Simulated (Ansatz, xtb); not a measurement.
## Relaxing a trial structure of CH5BFGe

The starting geometry of this gas-phase doublet was built from a drawn formula by distance geometry; its bonds are those of `F[CH][BH2-][GeH2+]`.

```xyz
9

C    -0.9221   -2.8339    1.4494
B    -1.5913   -1.3919    1.2455
F    -1.7297   -3.7328    2.0686
Ge    0.0669   -0.1688    0.8638
H     0.1036   -2.8165    1.7495
H    -2.0830   -1.4025    0.1491
H    -2.3892   -1.1264    2.0621
H     1.5210   -0.9762    0.7540
H     0.4893    1.1882    0.3945
```

Task: Where would you expect an optimisation with r2SCAN-D4/def2-SVP to take it?

Result: A new bond forms, giving a structure with H6 bridging B2 and Ge4, given below by its coordinates. Contacts that close: Ge4–H6 (2.58 → 1.86 Å).

The energy falls by 1.63 eV over 13 steps:

| step | E − E(last) (eV) |
| --- | --- |
| 1 | 1.629 |
| 2 | 1.038 |
| 4 | 0.578 |
| 5 | 0.357 |
| 6 | 0.176 |
| 8 | 0.022 |
| 9 | 0.005 |
| 10 | 0.001 |
| 12 | 0.000 |
| 13 | 0.000 |

Final geometry (Å):

```xyz
9

C    -1.0514   -2.8729    1.6553
B    -1.4415   -1.4520    1.3769
F    -1.7310   -3.6303    2.5117
Ge    0.1499   -0.1418    1.1796
H    -0.1990   -3.4260    1.2328
H    -1.0348   -1.1713    0.1796
H    -2.4805   -0.9455    1.7119
H     1.4229   -0.7538    0.5332
H    -0.1692    1.1328    0.3556
```

From the same start GFN2-xTB ends elsewhere, at `B[C@H](F)[GeH2]`.

The end wasn't checked by frequencies. Open shells are spin-unrestricted. Run with Ansatz 0.2.0, 41 s on 2 threads of Intel(R) Xeon(R) 6975P-C (Granite Rapids), with other jobs on the host.
